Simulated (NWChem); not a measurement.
Molecule: propylene glycol (C3H8O2); SMILES CC(O)CO

```xyz
13

C     -0.6230     1.7635    -0.0196
C      0.0139     0.4394     0.3473
O      1.3694     0.3652    -0.0658
C     -0.7250    -0.7715    -0.2081
O     -0.0439    -1.9475     0.1002
H     -0.0318     2.5991     0.3819
H     -0.6852     1.8816    -1.1152
H     -1.6454     1.8391     0.3806
H      0.0525     0.3338     1.4448
H      1.4040     0.6067    -0.9999
H     -1.7411    -0.8317     0.2161
H     -0.8453    -0.6351    -1.3081
H      0.8934    -1.7236     0.0065
```
Atoms are numbered in this order, from 1.

Program: NWChem. Pople sets run with spherical d functions. STO-3G and 3-21G are far too small for this property and stand as cheap habits. Geometry: optimised at PBE0/def2-SVP. Vertical excitations in the gas phase; the lowest state need not have the same character in each row.

| level | basis functions | lowest excitation, singlet (eV) | oscillator strength of that lowest state | lowest state with f > 0.02, singlet (eV) | oscillator strength of that bright state | orbital gap (eV) |
|---|---|---|---|---|---|---|
| PBE0/3-21G, TDA | 61 | 8.06 | 0.006 | 9.51 | 0.035 | 9.50 |
| PBE0/6-31G*, TDA | 86 | 7.92 | 0.004 | 9.46 | 0.034 | 9.34 |
| PBE0/6-31+G*, TDA | 106 | 6.72 | 0.002 | 7.41 | 0.027 | 7.93 |
| PBE0/def2-SVP, TDA | 110 | 7.49 | 0.007 | 8.72 | 0.055 | 8.78 |
